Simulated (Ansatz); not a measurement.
Si(Cl)(I)2(Me) (CH3ClI2Si), SMILES C[Si](Cl)(I)I.

The structure is a stationary point at PBE0-D3(BJ)/def2-SVP. The def2 effective core potentials stand for the cores of I; spin–orbit coupling is left out.

Two levels are set side by side: PBE/def2-SVPD (Ansatz, a quantum-chemistry and plane-wave program) and PBE0/def2-SVPD (Ansatz). Energy differences of separate SCF runs at the same geometry; the states with an electron removed or added have multiplicity 2 and 2. Differences are taken from unrounded values.

```json
[
 {"quantity": "vertical ionisation energy (eV)", "PBE": "9.11"},
 {"quantity": "vertical singlet–triplet gap (eV)", "PBE": "4.16"}
]
```

Q: These are the PBE values. What does PBE0 give? (The exact figures need the calculation; the answer reports its results.)

A: 
```csv
quantity,PBE0,PBE minus PBE0
vertical ionisation energy (eV),9.47,-0.36
vertical singlet–triplet gap (eV),4.51,-0.34
```
